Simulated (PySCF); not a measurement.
I2Zn. Atoms are numbered in the order given.

```xyz
3

Zn     0.0000     0.0000     0.0000
I      0.0000     0.0000    -2.4329
I      0.0000     0.0000     2.4329
```

Coordinates come from a PBE-D3(BJ)/def2-SVP optimisation. The isomer is the one that the SMILES or the coordinates give; other isomers of the formula were not compared. The def2 effective core potentials stand for the cores of I; spin–orbit coupling is left out.

All values below come from C-PCM-M06-2X/def2-SVP (PySCF).

The values are the electrostatic part of the solvation free energy, E(continuum) − E(gas) at the gas-phase geometry, in a cavity of scaled van der Waals radii (PySCF's table); cavitation and dispersion terms are not included. A continuum can't describe solvent molecules that bind to the metal. In vacuum the orbital gap is 7.55 eV. The dipole moment in vacuum is 0.00 D.

```csv
solvent,ε,ΔG(elec) (kcal/mol),dipole (D),gap (eV)
water,78.36,…,…,…
1-octanol,9.86,-16.9,0.00,8.10
methanol,32.61,-18.7,0.00,8.16
```

What belongs in the gaps? (The exact figures need the calculation; the answer reports its results.)


- water, ΔG(elec) (kcal/mol): -19.2
- water, dipole (D): 0.00
- water, gap (eV): 8.18
